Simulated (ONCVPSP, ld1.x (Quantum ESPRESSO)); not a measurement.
Hardness and transferability of assorted potentials

Generated with ld1.x 7.5 (TM, RRKJ, ultrasoft, PAW), atompaw 4.2 or ONCVPSP 4.0.1. The cutoff is in Ry: for ld1.x and atompaw files where the sum of valence levels is converged to 10 mRy in a Bessel basis, for ONCV files where the hardest occupied wave has 1 mHa per electron of residual kinetic energy. The error is the largest all-electron minus pseudo excitation energy over each file’s own four to seven test configurations (ionisations up to +4, promotions, holes and added fractions of an electron), all of which were solved. The labels leave out finer settings (local radius, basis sizes, second energies), which also bear on the numbers. Spin-polarised tests are not counted. The rows are a selection from randomly drawn settings: files with unsolved tests, undetermined cutoffs or missed reference levels are left out.

A true bound ghost makes a file unfit for plane-wave use even where its test errors are small: the radial tests pick states by their node count and pass the ghost by.

```csv
element,potential,cutoff (Ry),largest error (meV),bound ghosts
Be,"TM, PBEsol, scalar-relativistic, rc 1.25/2.60 (sp), local smoothed, core correction yes, reference 2s1.75 2p0.25",35,-22,none
Al,"PAW, PBE, non-relativistic, rc 2.20/1.75 (sp), local smoothed, core correction yes, reference 3s2 3p1",6,-18,none
Te,"ONCV, LDA (Perdew-Wang 92), non-relativistic, rc 1.50/1.50/1.05 (spd), local smoothed, core correction yes, reference 4s2 4p6 4d10 5s2 5p4, qcut 6.2/8.8/8.8, projectors 2/2/2",235,+25,none
Pt,"RRKJ, LDA (PZ), fully relativistic, rc 2.35/3.85/1.30 (spd), local smoothed, core correction yes, reference 5d9 6s0.75 6p0.25",100,-177,s
Pb,"TM, PBE, scalar-relativistic, rc 1.85/2.35/1.80 (spd), local s, core correction no, reference 5d10 6s2 6p2",55,-164,none
```

Question: Fill in the row for Zr: TM, PBEsol, fully relativistic, rc 2.65/1.70/2.05 (spd), local s, core correction no, reference 4p6 4d3 5s1 5p0.

Answer: cutoff 40 Ry, largest error -1140 meV, bound ghosts: none.

Question: Fill in the row for Ru: ONCV, LDA (Perdew-Zunger), scalar-relativistic, rc 1.65/1.80/1.65 (spd), local smoothed, core correction yes, reference 4s2 4p6 4d7 5s1, qcut 5.5/6.7/9.7, projectors 2/3/1.

Answer: cutoff 53 Ry, largest error -4.9 meV, bound ghosts: none.
